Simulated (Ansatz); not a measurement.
Species: 1,1,1-trifluoroethane, C$_{2}$H$_{3}$F$_{3}$, charge 0, multiplicity 1. SMILES: CC(F)(F)F
Coordinates optimised at B3LYP-D3(BJ)/def2-TZVP (Ansatz, an electronic-structure program):
```xyz
8

C     -1.4757    -0.0186     0.0562
C      0.0246     0.0003    -0.0009
F      0.5756    -0.1412     1.2237
F      0.5104    -0.9973    -0.7704
F      0.4930     1.1584    -0.5135
H     -1.8076    -0.9670     0.4743
H     -1.8219     0.7996     0.6848
H     -1.8753     0.0980    -0.9493
```
Charge 0, spin multiplicity 1.

Quantity: vertical triplet-singlet gap (E(triplet) - E(singlet); each state is the SCF solution reached for its spin; the molecule has degenerate orbitals, so one determinant may break the symmetry), in kcal/mol. Cores are frozen in the correlated levels unless marked. Open shells are spin-unrestricted. No spin-orbit coupling. Non-relativistic. 

| level | program | vertical triplet-singlet gap (kcal/mol) |
|---|---|---|
| SVWN5/def2-TZVPD | Ansatz | 220.5 |
| PBE/def2-TZVPD | Ansatz | 218.0 |
| PBE0/def2-TZVPD | Ansatz | 235.3 |
| MP2/aug-cc-pVTZ | Ansatz | 249.9 |
| SCS-MP2/aug-cc-pVDZ | Ansatz | 250.5 |
| CCSD/aug-cc-pVDZ | Ansatz | 246.5 |
